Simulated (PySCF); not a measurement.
Worked example: oscillator strength and radiative lifetime

C₂H₄ClNOSi, SMILES C[Si@H](OC#N)Cl.

Geometry: PBE0-D3(BJ)/def2-SVP. The structure was generated by enumeration; whether it is a known compound was not checked. The values are those of a single conformer.

PySCF with TDDFT-PBE0/def2-SVPD puts the first singlet state with f over 0.02 at 7.76 eV (vertical), with the transition dipole (0.222, 0.271, 0.067) in atomic units.

**Question.** Find the oscillator strength, the wavelength and the radiative lifetime that this transition would have in vacuum if emission retraced absorption.

**Answer.** 
|μ|² = 0.1272 au, so |μ| = 0.91 D. ΔE = 7.76/27.211 = 0.2852 hartree. f = (2/3) ΔE |μ|² = 0.024 (the program prints 0.024).
λ = 1239.84/7.76 = 160 nm; ν = 62589 cm⁻¹.
Einstein's coefficient A = 0.6670 ν² f s⁻¹ (ν in cm⁻¹) = 6.3e7 s⁻¹, so τ = 1/A = 16 ns. This state is S4; the lower singlets have f = 0.001, 0.001, 0.009. The figure is the radiative limit of this one transition; relaxation, internal conversion, crossing to triplets and a medium change what is measured.
